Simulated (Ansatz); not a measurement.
Program: Ansatz. Geometries: PBE0-D4/def2-TZVP. ΔE: electronic, gas phase. CCSD(T)/CBS is the MP2 limit (def2-TZVPP, def2-QZVPP) plus CCSD(T) − MP2 in def2-TZVPP, frozen cores. This one scheme is used for every species. Functionals use def2-TZVPP. B3LYP here is the variant with VWN-RPA as its local correlation; programs differ in this. Each species was taken in one conformer, which may not be the lowest.

Consider the ligand exchange at the Si–O bond: `BO[SiH2]S` + HCl → `S[SiH2]Cl` + `BO`.

Q: Is it downhill or uphill in electronic energy at CCSD(T)/CBS, and by how much? (Estimate.)

A: Computed: Downhill: ΔE = -0.07 eV.

Q: What do these levels give: B97M-V, B3LYP-D4, r2SCANh-D4, ωB97X-V, CAM-B3LYP, CCSD/def2-SVP, MP2/def2-TZVPP, CCSD/def2-TZVPP, HF/def2-QZVPP, MP2/def2-QZVPP, HF/CBS(def2), MP2/CBS(def2)? (An estimate is asked.)

A: The calculation gave: B97M-V -0.09, B3LYP-D4 -0.07, r2SCANh-D4 -0.12, ωB97X-V -0.09, CAM-B3LYP -0.05, CCSD/def2-SVP -0.11, MP2/def2-TZVPP -0.08, CCSD/def2-TZVPP -0.03, HF/def2-QZVPP 0.02, MP2/def2-QZVPP -0.09, HF/CBS(def2) 0.02, MP2/CBS(def2) -0.11 eV.

Largest T1 diagnostic among the species: 0.014.

In def2-TZVPP, CCSD(T) changes the Hartree–Fock value by −0.05 eV (the triples alone add −0.01 eV) and MP2 by −0.08 eV. From BLYP to BHLYP (50 % exact exchange), in def2-TZVPP and without D4, ΔE moves by +0.07 eV.
